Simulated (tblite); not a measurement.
Compound: C₇H₁₁O (doublet state).
Numbering: `[H]/[C:1]=[C:2](/[O:3][CH3:4])[C@@H:5]([CH3:6])[CH:7]=[CH2:8]` (hydrogens: H9 on C1; H10, H11, H12 on C4; H13 on C5; H14, H15, H16 on C6; H17 on C7; H18, H19 on C8)

Structure optimised with GFN2-xTB, isolated species. This method treats the open shell by occupation alone, without spin polarisation.

Problem. Give the optimised bond lengths and angles.

Solution. 
```csv
bond,length (bohr),order
C1=C2,2.447,double
C2–O3,2.585,single
O3–C4,2.656,single
C2–C5,2.932,single
C5–C6,2.876,single
C5–C7,2.821,single
C7=C8,2.498,double
C1–H9,2.004,single
"C4–H10, C4–H11, C4–H12",2.065,single
C5–H13,2.066,single
"C6–H14, C6–H15, C6–H16",2.055,single
C7–H17,2.045,single
C8–H18,2.036,single
C8–H19,2.035,single
```

Bonds in one row agree within 0.02 bohr and their mean is given. Orders are formal, as drawn. A selection of angles:
```csv
angle,degrees
C2–C1–H9,138.5
C1–C2–O3,125.9
C1–C2–C5,125.5
O3–C2–C5,108.6
C2–O3–C4,114.9
O3–C4–H10,106.6
O3–C4–H11,110.8
H10–C4–H11,110.1
C2–C5–C6,112.6
C2–C5–C7,106.4
C2–C5–H13,104.9
C6–C5–C7,112.5
C6–C5–H13,110.4
C7–C5–H13,109.7
C5–C6–H14,110.8
C5–C6–H16,109.7
H14–C6–H15,108.6
H14–C6–H16,108.4
C5–C7–C8,124.0
C5–C7–H17,115.3
C8–C7–H17,120.6
C7–C8–H18,121.5
C7–C8–H19,122.0
H18–C8–H19,116.4
```

Torsions: C1–C2–O3–C4 -4° (synperiplanar); C1–C2–C5–C6 -28° (synperiplanar); C2–C5–C7–C8 97° (anticlinal).

Of the pairs four or more bonds apart, C1···H11 is among the closest relative to their van der Waals radii: 2.70 Å, 93 % of the sum of Bondi's values. C7 (carbon bonded to 2 C and H) is planar (angles 124.0°, 120.6° and 115.3°, sum 360.0°, 0.02 Å off the plane of its three neighbours). The C–O distances run from 1.368 Å (C2–O3, drawn single) to 1.406 Å (O3–C4, drawn single), a spread of 0.038 Å. C8 (carbon bonded to C and 2 H) is planar (angles 122.0°, 121.5° and 116.4°, sum 360.0°, 0.00 Å off the plane of its three neighbours). C2 (carbon bonded to 2 C and O) is planar (angles 125.9°, 125.5° and 108.6°, sum 360.0°, 0.01 Å off the plane of its three neighbours). The C–C distances run from 1.295 Å (C1=C2, drawn double) to 1.552 Å (C2–C5, drawn single), a spread of 0.257 Å. O3 (oxygen bonded to 2 C) is bent (angle 114.9°).

Point group: C1 (no symmetry element, even within 0.4 Å). Its GFN2-xTB frequencies are all real (lowest 31 cm⁻¹). 3 starts were optimised and ended at 0.00, 1.14 and 5.70 kcal/mol (GFN2-xTB); the lowest of these is shown.

Time: 0.78 s. Hardware: an Arm Neoverse V2 with one thread, shared host. These figures are those of the optimisation.

One conformer stands for the species.

All values are computed, not measured.
